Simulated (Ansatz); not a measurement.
Pulling on the B1–H2 bond in C2H5B (SMILES BC=C) (multiplicity 1 held, fragments rigid). Energies count from the point at 1.194 Å.
Geometry at that point (charge 0, multiplicity 1):
```xyz
8

B     -0.19234     0.13481     1.34229
H     -0.50441     1.28521     1.41150
H     -0.13703    -0.51541     2.34022
C      0.12717    -0.46654    -0.03329
C      0.06087     0.27672    -1.14769
H      0.41542    -1.50959    -0.14141
H      0.28057    -0.11862    -2.13458
H     -0.22108     1.32325    -1.10132
```

U- levels take the lowest unrestricted solution at each point, which mixes spins at long bonds. Active spaces are followed from a long bond inwards. Levels need not reach the same state.

Cores are frozen in the correlated methods.

The values were computed with Ansatz (Gaussian orbitals). Each number belongs to the level named beside it.

Energies in kcal/mol.

```json
[
 {"R (Å)": "0.955", "U-MP2/cc-pVDZ": "28.0", "U-CCSD/cc-pVDZ": "28.2", "FIC-MRCISD on CASSCF(2,2)/cc-pVDZ": "28.4", "FIC-MRCISD+Q on CASSCF(2,2)/cc-pVDZ": "28.3"},
 {"R (Å)": "1.075", "U-MP2/cc-pVDZ": "6.3", "U-CCSD/cc-pVDZ": "6.4", "FIC-MRCISD on CASSCF(2,2)/cc-pVDZ": "6.5", "FIC-MRCISD+Q on CASSCF(2,2)/cc-pVDZ": "6.5"},
 {"R (Å)": "1.194", "U-MP2/cc-pVDZ": "0.0", "U-CCSD/cc-pVDZ": "0.0", "FIC-MRCISD on CASSCF(2,2)/cc-pVDZ": "0.0", "FIC-MRCISD+Q on CASSCF(2,2)/cc-pVDZ": "0.0"},
 {"R (Å)": "1.313", "U-MP2/cc-pVDZ": "2.4", "U-CCSD/cc-pVDZ": "2.2", "FIC-MRCISD on CASSCF(2,2)/cc-pVDZ": "2.1", "FIC-MRCISD+Q on CASSCF(2,2)/cc-pVDZ": "2.2"},
 {"R (Å)": "1.433", "U-MP2/cc-pVDZ": "9.6", "U-CCSD/cc-pVDZ": "9.2", "FIC-MRCISD on CASSCF(2,2)/cc-pVDZ": "8.8", "FIC-MRCISD+Q on CASSCF(2,2)/cc-pVDZ": "9.0"},
 {"R (Å)": "1.612", "U-MP2/cc-pVDZ": "24.6", "U-CCSD/cc-pVDZ": "23.7", "FIC-MRCISD on CASSCF(2,2)/cc-pVDZ": "22.9", "FIC-MRCISD+Q on CASSCF(2,2)/cc-pVDZ": "23.2"},
 {"R (Å)": "1.791", "U-MP2/cc-pVDZ": "41.0", "U-CCSD/cc-pVDZ": "39.4", "FIC-MRCISD on CASSCF(2,2)/cc-pVDZ": "38.0", "FIC-MRCISD+Q on CASSCF(2,2)/cc-pVDZ": "38.6"},
 {"R (Å)": "2.089", "U-MP2/cc-pVDZ": "75.1", "U-CCSD/cc-pVDZ": "63.8", "FIC-MRCISD on CASSCF(2,2)/cc-pVDZ": "61.0", "FIC-MRCISD+Q on CASSCF(2,2)/cc-pVDZ": "61.8"},
 {"R (Å)": "2.388", "U-MP2/cc-pVDZ": "92.8", "U-CCSD/cc-pVDZ": "83.0", "FIC-MRCISD on CASSCF(2,2)/cc-pVDZ": "78.5", "FIC-MRCISD+Q on CASSCF(2,2)/cc-pVDZ": "79.5"},
 {"R (Å)": "2.746", "U-MP2/cc-pVDZ": "100.9", "U-CCSD/cc-pVDZ": "97.4", "FIC-MRCISD on CASSCF(2,2)/cc-pVDZ": "92.1", "FIC-MRCISD+Q on CASSCF(2,2)/cc-pVDZ": "93.3"},
 {"R (Å)": "3.224", "U-MP2/cc-pVDZ": "104.2", "U-CCSD/cc-pVDZ": "104.4", "FIC-MRCISD on CASSCF(2,2)/cc-pVDZ": "100.7", "FIC-MRCISD+Q on CASSCF(2,2)/cc-pVDZ": "102.0"},
 {"R (Å)": "3.821", "U-MP2/cc-pVDZ": "105.2", "U-CCSD/cc-pVDZ": "106.0", "FIC-MRCISD on CASSCF(2,2)/cc-pVDZ": "103.9", "FIC-MRCISD+Q on CASSCF(2,2)/cc-pVDZ": "105.3"}
]
```

Doubts at one or more of the structures used: a spin-contaminated determinant (U-MP2/cc-pVDZ, U-CCSD/cc-pVDZ); T1 above 0.05 (U-CCSD/cc-pVDZ).

Ansatz is a first-principles code.
